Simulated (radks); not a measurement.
Removal energies from the lanthanum ion La2+, [Xe] 4f(5/2: 1, 7/2: 0), by Delta-SCF beside the eigenvalue of the level emptied. Calculated with a radial shooting solver on a logarithmic mesh with Libxc functionals: Dirac Kohn-Sham, BLYP, spin-unpolarised, spherical densities, finite nucleus; Fermi nuclear charge, rms radius of each element as measured or else 0.836 A^(1/3) + 0.57 fm. Sub-shells are occupied by j as written (lower j first in brackets).

removed from	final configuration	Delta-SCF (eV)	-eigenvalue (eV)
4f5/2	[Xe]	19.239	11.792
5p3/2	[Kr] 4d10 4f(5/2: 1, 7/2: 0) 5s2 5p(1/2: 2, 3/2: 3)	36.782	31.239
5p1/2	[Kr] 4d10 4f(5/2: 1, 7/2: 0) 5s2 5p(1/2: 1, 3/2: 4)	39.328	33.604
5s1/2	[Kr] 4d10 4f(5/2: 1, 7/2: 0) 5s1 5p6	54.117	47.909
